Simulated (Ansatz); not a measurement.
CH₃ClF₂SZr (`C[S][Zr]([F])([F])[Cl]`), relaxed with RKS PBE0-D4/def2-TZVP in Ansatz from a GFN2-xTB geometry. The force threshold is 0.005 eV/Å; the program also tests the step.

Charge 0, multiplicity 1. Zr: def2 effective core potential.

Start:

```xyz
9

C     0.651    0.356    1.301
S     1.105   -1.115    0.253
Zr   -0.629   -0.322   -1.221
F    -0.089    1.396   -1.633
F    -2.161   -0.508   -0.205
Cl   -0.606   -1.689   -3.016
H     1.219    0.280    2.227
H     0.935    1.273    0.771
H    -0.424    0.330    1.525
```

| step | energy (eV) | largest force (eV/Å) | largest move (Å) |
| --- | --- | --- | --- |
| 1 | -31155.2319 | 1.280 | 0.000 |
| 2 | -31155.4331 | 0.481 | 0.191 |
| 3 | -31155.4570 | 0.210 | 0.065 |
| 4 | -31155.4623 | 0.087 | 0.035 |
| 5 | -31155.4649 | 0.029 | 0.065 |
| 6 | -31155.4663 | 0.060 | 0.079 |
| 7 | -31155.4674 | 0.094 | 0.104 |
| 8 | -31155.4689 | 0.075 | 0.036 |
| 9 | -31155.4691 | 0.310 | 0.196 |
| 10 | -31155.4730 | 0.218 | 0.066 |
| 11 | -31155.4813 | 0.071 | 0.132 |
| 12 (rejected) | -31155.4809 | 0.263 | 0.149 |
| 13 | -31155.4835 | 0.020 | 0.074 |
| 14 | -31155.4837 | 0.180 | 0.098 |
| 15 | -31155.4850 | 0.043 | 0.009 |
| 16 | -31155.4852 | 0.035 | 0.025 |
| 17 | -31155.4857 | 0.002 | 0.021 |
| 18 | -31155.4859 | 0.010 | 0.031 |
| 19 | -31155.4859 | 0.008 | 0.012 |
| 20 | -31155.4859 | 0.003 | 0.003 |

End:

```xyz
9

C     0.759    0.396    1.297
S     1.308   -0.898    0.128
Zr   -0.634   -0.415   -1.196
F    -0.578    1.415   -1.689
F    -2.170   -0.680   -0.117
Cl   -0.630   -1.819   -3.064
H     0.597   -0.058    2.273
H     1.527    1.165    1.356
H    -0.178    0.895    1.012
```

Hardware: 2 threads of an AMD EPYC 7R13 on a shared host and a share of an NVIDIA H100 80 GB. Wall time 50 s, peak host memory 0.89 GiB.
